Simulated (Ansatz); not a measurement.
A nudged elastic band was laid between two geometries of C₂H₇B₂Cl (12 atoms, charge 0, multiplicity 1).

All numbers below come from RKS PBE-D4/6-31G* (Ansatz).

```yaml
movable_images: 7
climbing_image: yes
spring: 5.0 eV/Å²
optimiser: quadratic models (default)
start_path: through a guess of the saddle point
force_threshold: 0.03 eV/Å
iteration_limit: 60
end_points: relaxed
```

Image 0:

```xyz
12
Properties=species:S:1:pos:R:3
B -0.795 1.821 0.494
B -0.683 0.241 0.923
C 0.085 -0.966 0.255
C 0.852 -0.629 -1.014
Cl 1.710 -2.078 -1.713
H -0.037 2.666 0.916
H -1.688 2.243 -0.208
H -1.299 -0.051 1.934
H -0.650 -1.775 0.064
H 0.764 -1.395 1.019
H 0.185 -0.259 -1.808
H 1.632 0.126 -0.829
```

Image 8:

```xyz
12
Properties=species:S:1:pos:R:3
B -0.779 1.826 0.507
B -0.700 0.238 0.910
C 0.078 -0.966 0.249
C 0.843 -0.633 -1.022
Cl 1.738 -2.073 -1.692
H -1.646 2.274 -0.209
H -0.020 2.653 0.965
H -1.343 -0.063 1.901
H -0.635 -1.797 0.072
H 0.767 -1.366 1.023
H 0.170 -0.293 -1.825
H 1.604 0.144 -0.847
```

Problem. Which bonds break or form, and what moves?

Solution. No bond is made or broken. The dihedral H7–B1–B2–C3 goes from 92 to -91°. The two ends are copies of one structure, up to a mirror image or an exchange of like atoms.

Problem. What energy profile does the band end with?

Solution. The run converged. The highest image is number 4 of 0 to 8, 0.62 eV above the ends, which have the same energy within 2 meV. A vibrational analysis at the climbing image gives one clearly imaginary mode, 471i cm⁻¹: a first-order saddle point.

| image | path coordinate (Å) | energy (eV) | dihedral H7–B1–B2–C3 (°) |
| --- | --- | --- | --- |
| 0 | 0.00 | 0.00 | 92 |
| 1 | 0.61 | 0.03 | 107 |
| 2 | 1.23 | 0.20 | 131 |
| 3 | 1.84 | 0.47 | 157 |
| 4 | 2.46 | 0.62 | -175 |
| 5 | 3.15 | 0.43 | -144 |
| 6 | 3.84 | 0.13 | -115 |
| 7 | 4.52 | 0.01 | -93 |
| 8 | 5.21 | 0.00 | -91 |

Problem. What is the geometry of the highest image?

Solution. 
```xyz
12
Properties=species:S:1:pos:R:3
B -0.668 1.866 0.616
B -0.832 0.142 0.899
C -0.002 -0.976 0.180
C 0.795 -0.600 -1.058
Cl 1.893 -1.948 -1.612
H 0.057 2.326 -0.237
H -1.281 2.677 1.267
H -1.581 -0.263 1.761
H -0.588 -1.901 0.015
H 0.702 -1.271 1.000
H 0.138 -0.379 -1.913
H 1.442 0.271 -0.885
```

Problem. What are the harmonic wavenumbers there?

Solution. 471i, 35, 138, 161, 262, 397, 485, 646, 681, 697, 800, 818, 909, 980, 1062, 1099, 1146, 1213, 1215, 1265, 1299, 1389, 1464, 2536, 2550, 2611, 2869, 2997, 3037, 3097 cm⁻¹.

The band took 22 iterations and of the order of 6 core-minutes.

Time of the run: 3 min on 2 threads of Intel(R) Xeon(R) Platinum 8488C (Sapphire Rapids), with other jobs on the host, peak memory 0.2 GiB.
